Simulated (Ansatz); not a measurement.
Results of the Gaussian-basis code of Ansatz.

C$_{2}$H$_{6}$FNSi, SMILES `C=NC(F)[SiH3]` at its PBE0-D4/def2-TZVP geometry, where that method's forces vanish. The species carries charge 0 and has multiplicity 1.

```csv
atom,x (Å),y (Å),z (Å)
C1,0.5202,-1.3358,-1.4324
N2,-0.2768,-0.4257,-1.0738
C3,0.1550,0.6588,-0.2922
F4,1.5389,0.7068,-0.0731
Si5,-0.7255,0.5893,1.4078
H6,0.1282,-2.1647,-2.0180
H7,1.5842,-1.3333,-1.1885
H8,-0.1090,1.5848,-0.8174
H9,-0.3867,-0.7057,2.0473
H10,-2.1895,0.7058,1.2024
H11,-0.2389,1.7198,2.2378
```

Task: For each bond, give half the difference of the two atoms' forces along it (eV/Å; positive pushes the atoms apart) under PBE-D4, r2SCAN-D4, B3LYP-D4, ωB97M-V in def2-TZVPP. (Estimate.)

Result: The calculation gave: 
```csv
bond,length (Å),PBE-D4,r2SCAN-D4,B3LYP-D4,ωB97M-V
C1–N2,1.262,0.72,0.35,0.13,-0.04
C1–H6,1.088,-0.06,-0.10,-0.13,-0.07
C1–H7,1.092,-0.03,-0.09,-0.08,-0.09
N2–C3,1.405,-0.21,-0.09,0.09,0.35
C3–F4,1.402,0.59,0.40,0.43,0.21
C3–Si5,1.916,-0.02,-0.03,0.00,-0.11
C3–H8,1.097,0.09,-0.06,-0.19,-0.20
Si5–H9,1.483,0.07,-0.03,-0.07,-0.09
Si5–H10,1.483,0.05,-0.03,-0.07,-0.09
Si5–H11,1.484,0.07,-0.03,-0.08,-0.11
```

B3LYP here is the variant with VWN-RPA as its local correlation; programs differ in this.
